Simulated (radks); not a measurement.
Effect of the nuclear size on neutral bismuth, [Hg] 6p3. Calculated with a radial shooting solver on a logarithmic mesh with Libxc functionals: Dirac Kohn-Sham, PBE, spin-unpolarised, spherical densities, finite nucleus; open shells fill j = l - 1/2 first; Fermi nuclear charge, rms radius 5.5211 fm. The rms radius is varied about that value; shifts are against it.

rms radius (fm) = 4.853: total energy shift (eV) -33.0; density at nucleus (e/bohr^3) 3.145e+06; 1s1/2 shift (meV) -13100; 2s1/2 shift (meV) -2010; 5s1/2 shift (meV) -24.9; 5p1/2 shift (meV) 0.307; 6s1/2 shift (meV) -2.83; 6p1/2 shift (meV) 0.266; 6p3/2 shift (meV) 0.327
rms radius (fm) = 5.0905: total energy shift (eV) -21.6; density at nucleus (e/bohr^3) 3.079e+06; 1s1/2 shift (meV) -8560; 2s1/2 shift (meV) -1310; 5s1/2 shift (meV) -16.3; 5p1/2 shift (meV) 0.200; 6s1/2 shift (meV) -1.85; 6p1/2 shift (meV) 0.173; 6p3/2 shift (meV) 0.214
rms radius (fm) = 5.5211: total energy shift (eV) 0; density at nucleus (e/bohr^3) 2.969e+06; 1s1/2 shift (meV) 0.000; 2s1/2 shift (meV) 0.000; 5s1/2 shift (meV) 0.000; 5p1/2 shift (meV) 0.000; 6s1/2 shift (meV) 0.000; 6p1/2 shift (meV) 0.000; 6p3/2 shift (meV) 0.000
rms radius (fm) = 6.0346: total energy shift (eV) 27.0; density at nucleus (e/bohr^3) 2.853e+06; 1s1/2 shift (meV) 10700; 2s1/2 shift (meV) 1640; 5s1/2 shift (meV) 20.3; 5p1/2 shift (meV) -0.246; 6s1/2 shift (meV) 2.31; 6p1/2 shift (meV) -0.217; 6p3/2 shift (meV) -0.267
rms radius (fm) = 6.7578: total energy shift (eV) 67.1; density at nucleus (e/bohr^3) 2.712e+06; 1s1/2 shift (meV) 26700; 2s1/2 shift (meV) 4090; 5s1/2 shift (meV) 50.6; 5p1/2 shift (meV) -0.607; 6s1/2 shift (meV) 5.75; 6p1/2 shift (meV) -0.539; 6p3/2 shift (meV) -0.666

Slopes of the eigenvalues against <r^2> in GHz/fm^2, as finite differences over the two radii next to the reference (eigenvalue slopes, not the field-shift constants of lines): 1s1/2 444000, 2s1/2 68100, 5s1/2 843, 5p1/2 -10.3, 6s1/2 95.8, 6p1/2 -8.97, 6p3/2 -11.1.
